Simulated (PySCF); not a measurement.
MF for M along group 13

CCSD(T) with triple-zeta basis sets in PySCF, for the lowest determinant that a PBE0 search found; no spin–orbit coupling. De refers to high-spin ground-configuration atoms.

```csv
M,basis,"reference, frozen orbitals",state (unpaired electrons),Re (Å),ωe (cm⁻¹),De (eV)
B,def2-TZVPP,"RHF, 2",singlet (closed shell),1.273,1396,7.70
Ga,def2-TZVPP,"RHF, 10",singlet (closed shell),1.781,634,5.98
In,x2c-TZVPPall,"RHF, 19",singlet (closed shell),1.991,541,5.37
Tl,def2-TZVPP,"RHF, 5",singlet (closed shell),2.099,479,4.99
```

(1) The row for M = Al is missing. Estimate Re, ωe and De as the mean of the rows for B and Ga, and compare with the calculation.

The rows differ in basis set, which adds steps of its own.

Correlated steps freeze the inner cores (2 to 19 orbitals); shallow outer-core shells are correlated. These are scalar-relativistic numbers at best; spin–orbit coupling would shift them, the dissociation energy most. Where the molecule has an RHF reference, its open-shell atoms are computed with UHF.

Results:

(1) The means are 1.527 Å, 1015 cm⁻¹ and 6.84 eV. RHF-CCSD(T) in def2-TZVPP gives AlF as a singlet (closed shell) with Re = 1.665 Å, ωe = 797 cm⁻¹, De = 6.83 eV, so the estimate is off by -13.8 pm, +27 % and +0.01 eV.
